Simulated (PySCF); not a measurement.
# LDA on Ge (germanium, neutral)

Configuration: [Ar] 3d10 4s1 4p3, high-spin 5S determinant (an excited configuration). Computed with PySCF 2.14 in aug-cc-pwCVTZ-PP with ECP10MDF (8s7p6d4f1g, 96 functions), with scalar relativity through the core potential.

* Total energy: -293.8551 hartree
* One-electron energy: -520.8976 hartree
* Hartree (Coulomb) energy: 251.3564 hartree
* Exchange-correlation energy: -24.3139 hartree
* ⟨S²⟩: 6.0013
* ⟨L²⟩: 0.000
* Sum of ⟨r⟩: 22.70 bohr
* Sum of ⟨r²⟩: 41.58 bohr²

```json
{"shell": "3s α", "electrons": "1", "mean orbital energy (eV)": "-166.29", "rms radius, mean of both spins (bohr)": "0.676"}
{"shell": "3s β", "electrons": "1", "mean orbital energy (eV)": "-166.06", "rms radius, mean of both spins (bohr)": "0.676"}
{"shell": "3p α", "electrons": "3", "mean orbital energy (eV)": "-116.15", "rms radius, mean of both spins (bohr)": "0.708"}
{"shell": "3p β", "electrons": "3", "mean orbital energy (eV)": "-115.87", "rms radius, mean of both spins (bohr)": "0.708"}
{"shell": "3d α", "electrons": "5", "mean orbital energy (eV)": "-31.147", "rms radius, mean of both spins (bohr)": "0.824"}
{"shell": "3d β", "electrons": "5", "mean orbital energy (eV)": "-30.640", "rms radius, mean of both spins (bohr)": "0.824"}
{"shell": "4s α", "electrons": "1", "mean orbital energy (eV)": "-13.697", "rms radius, mean of both spins (bohr)": "2.22"}
{"shell": "4p α", "electrons": "3", "mean orbital energy (eV)": "-5.398", "rms radius, mean of both spins (bohr)": "2.94"}
```

Energies and moments cover only the electrons outside the core potential.
